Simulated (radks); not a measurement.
Values are calculated unless marked as measured or tabulated.
Ionisation of W, [Xe] 4f14 5d4 6s2, to W+, [Xe] 4f14 5d4 6s1, under several functionals. Scalar-relativistic Kohn-Sham, spin-polarised, spherical densities, finite nucleus; open shells are filled with parallel spins first (spin-orbit coupling, left out, can overturn this in heavy ions); a radial shooting solver on a logarithmic mesh with Libxc functionals.

LDA (Slater exchange, Perdew-Zunger correlation): E(W) (hartree) -16130.6572; Exc (hartree) -313.3519; IE (eV) 7.983; -e(HOMO) (eV) 5.131; <r> HOMO (bohr) 3.291; IE error (eV) +0.119
LDA (Slater exchange, Perdew-Wang correlation): E(W) (hartree) -16130.6550; Exc (hartree) -313.3502; IE (eV) 7.958; -e(HOMO) (eV) 5.081; <r> HOMO (bohr) 3.300; IE error (eV) +0.094
OLYP: E(W) (hartree) -16145.8832; Exc (hartree) -328.8089; IE (eV) 7.458; -e(HOMO) (eV) 4.445; <r> HOMO (bohr) 3.433; IE error (eV) -0.406
Wu-Cohen GGA: E(W) (hartree) -16138.9298; Exc (hartree) -321.6117; IE (eV) 7.381; -e(HOMO) (eV) 4.764; <r> HOMO (bohr) 3.316; IE error (eV) -0.484
exchange-only LDA: E(W) (hartree) -16123.0510; Exc (hartree) -305.6566; IE (eV) 6.283; -e(HOMO) (eV) 3.771; <r> HOMO (bohr) 3.469; IE error (eV) -1.581
BP86: E(W) (hartree) -16142.0670; Exc (hartree) -324.7502; IE (eV) 7.753; -e(HOMO) (eV) 4.967; <r> HOMO (bohr) 3.319; IE error (eV) -0.111
r2SCAN: E(W) (hartree) -16141.8349; Exc (hartree) -323.3400; IE (eV) 7.155; -e(HOMO) (eV) 4.850; <r> HOMO (bohr) 3.453; IE error (eV) -0.709

NIST Atomic Spectra Database: 7.864 eV (measured). Closest: LDA (Slater exchange, Perdew-Wang correlation). The Delta-SCF values span 1.70 eV, the total energies 22.83 hartree. The highest occupied level is 6s. Open shells are spherical and high-spin; term and fine-structure splittings are not resolved. Spin-orbit splitting is averaged out at the scalar-relativistic level.
